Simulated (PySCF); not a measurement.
Problem. What does the PBE0-D3(BJ)/def2-SVP structure of B(H2O)F3 (`O->B(F)(F)F`) look like in three dimensions?

Solution. 
```xyz
7
BF3H2O angstrom
B      0.182   -0.079   -0.718
O      0.006   -0.127    1.027
H     -0.912   -0.366    1.222
H      0.140    0.765    1.379
F      1.514   -0.033   -0.856
F     -0.483    1.063   -1.011
F     -0.447   -1.224   -1.043
```

Orientation and origin are arbitrary. Atoms count from 1 in this order. B1 (boron bonded to 3 F and O) is distorted tetrahedral (angles from 99.8° to 117.9°). O2 (oxygen bonded to B and 2 H) is pyramidal (angles 108.8°, 107.6° and 106.6°, sum 323.0°, 0.41 Å off the plane of its three neighbours).

Bonds between heavy atoms (Å): B1–O2 1.755, B1–F5 1.340, B1–F6 1.353, B1–F7 1.346.

Theory: PBE0-D3(BJ)/def2-SVP geometry optimisation, gas phase in PySCF.

Point group: near Cs, missed by 0.35 Å at most; the miss may be what the optimiser left on a soft mode. Not checked by PBE0-D3(BJ)/def2-SVP frequencies.
